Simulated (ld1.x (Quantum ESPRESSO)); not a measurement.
Transferability test, TM potential for phosphorus (P)

P, norm-conserving Troullier–Martins (Kleinman–Bylander form), made with ld1.x (Quantum ESPRESSO) 7.5 (PBE, scalar-relativistic). Core [Ne], reference 3s1.75 3p3.25. Waves: 3s (bound): rc 1.40 bohr; 3p (bound): rc 1.35 bohr. Local part: all-electron potential smoothed inside 1.30 bohr (lloc = -2). Core correction: none.

Energies are relative to the spin-unpolarised reference configuration 3s1.75 3p3.25; without spin polarisation the order of configurations can differ from experiment. The frozen-core shift is the all-electron ΔE with the core orbitals held at their reference shape minus the fully relaxed ΔE.

Question: Give the all-electron excitation energy and the error of the potential for: 3s2 3p3; 3s2 3p2; 3s2 3p1; 3s2 3p3.3; 3s2 3p2.5; 3s2 3p0; 3s0 3p5.

Answer:

```csv
valence configuration,charge,ΔE all-electron (eV),error AE − PS (meV),frozen-core shift (meV)
3s2 3p3,0,-2.120,+0.3,0.0
3s2 3p2,+1,7.609,+1.1,+0.9
3s2 3p1,+2,26.756,+11,+8.4
3s2 3p3.3,-0.3,-3.427,+0.6,+0.1
3s2 3p2.5,+0.5,1.655,+0.1,+0.1
3s2 3p0,+3,56.495,+45,+39
3s0 3p5,0,15.080,+10,+1.8
```

Levels in the configuration 3s2 3p1:

| level | all-electron (eV) | pseudo (eV) |
| --- | --- | --- |
| 3s | -33.956 | -33.930 |
| 3p | -24.275 | -24.256 |
